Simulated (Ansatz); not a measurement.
Ansatz (a quantum-chemistry and plane-wave program) input (CCSD(T)/def2-SVPD):

Ansatz 0.2 input:
```yaml
crystal:
  periodic: [false, false, false]
  atoms:
    - {symbol: Cs, position_ang: [-0.00000000, -0.00000000, -1.77065809]}
    - {symbol: I, position_ang: [0.00000000, 0.00000000, 1.83747538]}
basis:
  gaussian:
    orbitals: def2-SVPD
total_charge: -1
magnetization: {spin_polarized: true, initial_magnetization: 1}
correlation: {method: ccsd_t, electrons: outside_noble_gas}
output: {forces: true}
```

End of the output:

```
mean field -8615.86813906 eV, -316.6273140652 hartree, gradient 4.6e-6 eV, S^2 0.750156; 13 other end points of the search recorded, 0 dependent functions left out
determinant -8615.86813906 eV, -316.6273140652 hartree, with singles and doubles -8619.11202599 eV, -316.7465247111 hartree
determinant -8615.24983842 eV, -316.6045919360 hartree, with singles and doubles -8618.48461626 eV, -316.7234678290 hartree
determinant -8615.07837955 eV, -316.5982909387 hartree, with singles and doubles -8618.32308570 eV, -316.7175316902 hartree
determinant -8614.70309080 eV, -316.5844993315 hartree, with singles and doubles -8617.94769164 eV, -316.7037362129 hartree
13 core orbitals not correlated, not the lowest: weight in the atoms' cores, before any rotation towards them, 0.969 or more for the frozen orbitals, at most 0.029 for the correlated occupied ones
reference -8615.86813906 eV, -316.6273140652 hartree; 5, 4 occupied and 44, 45 virtual orbitals, 692 factors
densities: 0.21 GiB planned
second order -2.97884644 eV of doubles, -0.00000000 eV of singles
coupled cluster: 0.17 GiB planned
cycle   1  -3.24466616 eV  change   -5.6e-2 eV  update   1.9e-2
cycle   2  -3.25090333 eV  change   -6.2e-3 eV  update   6.9e-3
cycle   3  -3.25235604 eV  change   -1.5e-3 eV  update   4.0e-3
cycle   4  -3.25256425 eV  change   -2.1e-4 eV  update   1.7e-3
cycle   5  -3.25245076 eV  change    1.1e-4 eV  update   7.6e-4
cycle   6  -3.25243561 eV  change    1.5e-5 eV  update   3.3e-4
cycle   7  -3.25245916 eV  change   -2.4e-5 eV  update   1.2e-4
cycle   8  -3.25246312 eV  change   -4.0e-6 eV  update   5.1e-5
cycle   9  -3.25246162 eV  change    1.5e-6 eV  update   2.1e-5
cycle  10  -3.25246214 eV  change   -5.2e-7 eV  update   7.2e-6
cycle  11  -3.25246246 eV  change   -3.2e-7 eV  update   2.9e-6
cycle  12  -3.25246244 eV  change    2.1e-8 eV  update   1.1e-6
cycle  13  -3.25246251 eV  change   -6.8e-8 eV  update   3.4e-7
cycle  14  -3.25246255 eV  change   -3.8e-8 eV  update   1.3e-7
perturbative correction -0.07225740 eV, -0.0026554104 hartree
the calculation of the forces begins
Total energy: -8619.19285900 eV, -316.7494952695 hartree
Atom 0 at    -0.000000    -0.000000    -1.770658 Å, force     0.000000     0.000000    -0.207745 eV/Å
Atom 1 at     0.000000     0.000000     1.837475 Å, force    -0.000000     0.000000     0.207745 eV/Å
Dipole moment:    -0.000000    -0.000000     0.752877 e Å
```
